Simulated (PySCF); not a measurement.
Calculation: PBE-D3(BJ)/def2-TZVP // PBE0-D4/def2-TZVP (PySCF). All species are isolated molecules in the gas phase. 

Reference species (SMILES): `[F][Al]([F])[SiH3]` (neutral, multiplicity 1).

```json
{
  "HOMO": "-7.50 eV",
  "HOMO–LUMO gap": "5.28 eV",
  "LUMO": "-2.22 eV",
  "dipole_moment": "1.76 D"
}
```

Changed species: `[SiH3][Al]([SiH3])[SiH3]` (3 of 3 F replaced by SiH3; the reference has 1 of 3 F replaced by SiH3).

Question: Predict the effect on the HOMO, HOMO–LUMO gap, LUMO and dipole moment.

Answer: the HOMO rises by 1.20 eV, to -6.30 eV; the HOMO–LUMO gap falls by 2.34 eV, to 2.94 eV; the LUMO falls by 1.14 eV, to -3.36 eV; the dipole moment falls by 1.58 D, to 0.18 D.
